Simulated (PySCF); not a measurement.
Species: C5H10OSi.
SMILES with atom numbers: `[CH3:1][O:2]/[CH:3]=[CH:4]/[C@@H:5]1[CH2:6][SiH2:7]1` (hydrogens: H8, H9, H10 on C1; H11 on C3; H12 on C4; H13 on C5; H14, H15 on C6; H16, H17 on Si7)

The calculation used core-valence-separated Tamm–Dancoff BHandHLYP/aug-pcX-1 (pcseg-1 on H, def2-SVPD on Si) in PySCF, non-relativistic, gas phase, PBE0-D3(BJ)/def2-SVP geometry.

Computed carbon K-edge spectrum, Gaussian lines of 0.6 eV full width, highest printed point 100; it ends one width below the last computed root. The energies are unshifted.

| photon energy (eV) | absorption |
| --- | --- |
| 282.7 | 0 |
| 282.8 | 1 |
| 282.9 | 4 |
| 283.0 | 8 |
| 283.1 | 16 |
| 283.2 | 27 |
| 283.3 | 39 |
| 283.4 | 48 |
| 283.5 | 51 |
| 283.6 | 46 |
| 283.7 | 36 |
| 283.8 | 25 |
| 283.9 | 18 |
| 284.0 | 17 |
| 284.1 | 24 |
| 284.2 | 38 |
| 284.3 | 57 |
| 284.4 | 78 |
| 284.5 | 93 |
| 284.6 | 100 |
| 284.7 | 97 |
| 284.8 | 86 |
| 284.9 | 69 |
| 285.0 | 51 |
| 285.1 | 36 |
| 285.2 | 27 |
| 285.3 | 26 |
| 285.4 | 30 |
| 285.5 | 38 |
| 285.6 | 46 |
| 285.7 | 51 |
| 285.8 | 51 |
| 285.9 | 46 |
| 286.0 | 37 |
| 286.1 | 27 |
| 286.2 | 20 |
| 286.3 | 17 |
| 286.4 | 19 |
| 286.5 | 25 |
| 286.6 | 35 |

Question: Where are the maxima, and which lines make them up?

Answer: 3 maxima:
- 283.5 eV: C4 (alkene CH carbon), 283.49 eV, f = 0.056, 1s→π*, 100 % of the height at the exact maximum
- 284.6 eV: C3 (vinylic carbon bearing oxygen), 284.49 eV, f = 0.068, 1s→π*, 55 % of the height at the exact maximum; C6 (sp3 carbon bound to silicon), 284.70 eV, f = 0.028, 24 % of the height at the exact maximum; C5 (sp3 carbon bound to silicon), 284.86 eV, f = 0.036, 21 % of the height at the exact maximum
- 285.7 eV: C5 (sp3 carbon bound to silicon), 285.80 eV, f = 0.018, 30 % of the height at the exact maximum; C6 (sp3 carbon bound to silicon), 285.92 eV, f = 0.020, 28 % of the height at the exact maximum; C6 (sp3 carbon bound to silicon), 285.61 eV, f = 0.014, 22 % of the height at the exact maximum; C4 (alkene CH carbon), 285.58 eV, f = 0.014, 20 % of the height at the exact maximum

Roots within 0.03 eV on the same or equivalent atoms count as one line; shares under 12 % aren't listed.

Vibrational structure and lifetime widths aren't in the curve. The ionisation threshold wasn't computed; near and above it a finite basis only mimics Rydberg series and continuum.

The values belong to the conformer `[CH3:1][O:2]/[CH:3]=[CH:4]/[C@@H:5]1[CH2:6][SiH2:7]1`: C1–O2–C3–C4 1°, C3–C4–C5–C6 -9°.
